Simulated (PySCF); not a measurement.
One of the candidates below gave these computed data.

All candidates are C5H11NO.

| technique | computed result |
| --- | --- |
| Dipole | 3.86 D [wB97X-D/def2-SVPD] |
| Polarisability | 72.4 au [wB97X-D/def2-SVPD] |
| Triplet | lowest triplet excitation (Tamm–Dancoff): 5.44 eV [TDA wB97X-D/def2-SVPD] |
| UV, strongest line | among the 8 lowest singlet transitions: S4 at 7.41 eV (167 nm, f = 0.131) [TDDFT wB97X-D/def2-SVPD] |
| UV, first state | lowest singlet excitation: 5.89 eV (210 nm, f = 0.001) [TDDFT wB97X-D/def2-SVPD] |
| Rotational structure | rotational constants A, B, C: 4.666, 1.475, 1.453 GHz [GFN2-xTB] |

Gas-phase values; electronic properties from PySCF, density fitting. Levels stand in brackets. Isolated species at its GFN2-xTB geometry (one conformer only).

Question: Which candidate is it?
A. `CCCNC(C)=O`
B. `CCC(=O)N(C)C`
C. `CC(C)(C)C(N)=O`

Answer: A. It is `CCCNC(C)=O`. Numbering: `[CH3:1][CH2:2][CH2:3][NH:4][C:5]([CH3:6])=[O:7]`. Its formula, C5H11NO, gives 1 degree of unsaturation: 0 rings and 1 π bond in the structure found. The optimised geometry has point group C1 and is an asymmetric top.

The others, at the same levels:
- `CC(C)(C)C(N)=O` fails: its computed strongest line among the 8 lowest singlet transitions is S4 at 7.76 eV (160 nm, f = 0.154) (against S4 at 7.41 eV), rotational constant A is 3.306 GHz (against 4.666 GHz) and smallest rotational constant is 1.985 GHz (against 1.453 GHz).
- `CCC(=O)N(C)C` fails: its computed strongest line among the 8 lowest singlet transitions is S3 at 7.13 eV (174 nm, f = 0.236) (against S4 at 7.41 eV) and smallest rotational constant is 1.383 GHz (against 1.453 GHz).

Each candidate is one conformer, not necessarily the lowest. Dipoles, sizes and rotational constants follow the conformer. The torsions of the flexible species, by atom-mapped SMILES:
- `[CH3:1][CH2:2][CH2:3][NH:4][C:5]([CH3:6])=[O:7]`: C1–C2–C3–N4 64°, C2–C3–N4–C5 -115°, C3–N4–C5–C6 177°
- `[CH3:1][C:2]([CH3:3])([CH3:4])[C:5]([NH2:6])=[O:7]`: C1–C2–C5–N6 -61°, H–N6–C5–C2 180°, H–N6–C5–C2 0°
- `[CH3:1][CH2:2][C:3](=[O:4])[N:5]([CH3:6])[CH3:7]`: C1–C2–C3–O4 -2°, C2–C3–N5–C6 0°
